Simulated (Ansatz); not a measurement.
`S[CH2][ZnH]`, 7 atoms. Total charge 0; spin multiplicity 1. For Zn the d shell is correlated and the shells below it are frozen. Scalar relativity is left out up to krypton. All runs use 2 threads of an Arm Neoverse V1 on a shared host. Correlated methods freeze the cores.

Problem. How many basis functions does each run have, and how long does it take in Ansatz? RKS PBE0-D4/def2-TZVP frequencies; RKS ωB97M-V/def2-QZVPP energy; RKS r2SCAN0-D4/def2-TZVPP energy; RKS PBE0-D4/def2-TZVP relaxation (7 steps); RKS PBE0-D4/def2-SVP energy; RHF-MP2 with 3s3p of Cu, Zn/def2-QZVPP energy; RKS ωB97M-V/def2-TZVPP energy and forces; RKS B3LYP-D4/def2-TZVPP energy and forces; direct RPA on PBE orbitals with 3s3p of Cu, Zn/def2-TZVPP energy; RHF-CCSD(T) with 3s3p of Cu, Zn/def2-SVP energy; RKS ωB97M-V/def2-SVP energy; RKS PBE0-D4/def2-QZVPP energy. (Best estimate.)

Solution. Ansatz gave: Other jobs shared the machine, so times are rough.

| level | job | functions | wall time | peak host memory (GiB) |
| --- | --- | --- | --- | --- |
| RKS PBE0-D4/def2-SVP | energy | 83 | 1.9 s | 0.37 |
| RHF-CCSD(T) with 3s3p of Cu, Zn/def2-SVP | energy | 83 | 2.8 s | 0.37 |
| RKS B3LYP-D4/def2-TZVPP | energy and forces | 193 | 6 s | 0.48 |
| direct RPA on PBE orbitals with 3s3p of Cu, Zn/def2-TZVPP | energy | 193 | 6 s | 0.37 |
| RKS r2SCAN0-D4/def2-TZVPP | energy | 193 | 7.5 s | 0.46 |
| RKS ωB97M-V/def2-SVP | energy | 83 | 7.5 s | 0.37 |
| RKS PBE0-D4/def2-QZVPP | energy | 347 | 11 s | 1 |
| RKS ωB97M-V/def2-TZVPP | energy and forces | 193 | 15 s | 0.59 |
| RHF-MP2 with 3s3p of Cu, Zn/def2-QZVPP | energy | 347 | 20 s | 1.4 |
| RKS ωB97M-V/def2-QZVPP | energy | 347 | 26 s | 1.1 |
| RKS PBE0-D4/def2-TZVP | relaxation (7 steps) | 140 | 29 s | 0.34 |
| RKS PBE0-D4/def2-TZVP | frequencies | 140 | 110 s | 0.37 |

B3LYP here is the variant with VWN-RPA as its local correlation; programs differ in this.
